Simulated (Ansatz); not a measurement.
Consider the formal exchange of groups at a C–Ge bond: `FC#[C][GeH2][SiH3]` + `CCCl` → `FC#CCCCl` + `[SiH3][GeH3]`.

Program: Ansatz. Geometries: PBE0-D4/def2-TZVP. ΔE: electronic, gas phase. CCSD(T)/CBS is the MP2 limit (def2-TZVPP, def2-QZVPP) plus CCSD(T) − MP2 in def2-TZVPP, frozen cores. DFT in def2-TZVPP. B3LYP here is the variant with VWN-RPA as its local correlation; programs differ in this. For Ge outer-core shells are correlated without core-valence functions, which leaves a few kJ/mol of doubt a bond. Scalar relativity is left out up to krypton. Each species was taken in one conformer, which may not be the lowest.

| level | ΔE (kJ/mol) | difference from CCSD(T)/CBS |
| --- | --- | --- |
| PBE-D4 | 41.0 | -8.7 |
| r2SCAN-D4 | 46.4 | -3.3 |
| PBE0-D4 | 41.9 | -7.8 |
| B3LYP-D4 | 44.7 | -5.0 |
| ωB97X-V | 44.8 | -4.9 |
| ωB97M-V | 45.8 | -3.9 |
| B2PLYP | 48.8 | -0.9 |
| PBE | 40.9 | -8.8 |
| r2SCAN | 46.5 | -3.2 |
| PBE0 | 41.8 | -7.9 |
| B3LYP | 44.4 | -5.3 |
| HF/def2-TZVPP | 49.5 | -0.2 |
| MP2/def2-TZVPP | 54.4 | 4.7 |
| SCS-MP2/def2-TZVPP | 54.3 | 4.6 |
| CCSD/def2-TZVPP | 50.8 | 1.1 |
| CCSD(T)/def2-TZVPP | 51.7 | 2.0 |
| HF/def2-QZVPP | 48.7 | -1.0 |
| MP2/def2-QZVPP | 53.0 | 3.3 |
| SCS-MP2/def2-QZVPP | 52.9 | 3.2 |
| HF/CBS(def2) | 48.6 | -1.1 |
| MP2/CBS(def2) | 52.4 | 2.7 |
| CCSD/CBS(def2) | 48.8 | -0.9 |
| CCSD(T)/CBS | 49.7 | 0 |

Largest T1 diagnostic among the species: 0.013.
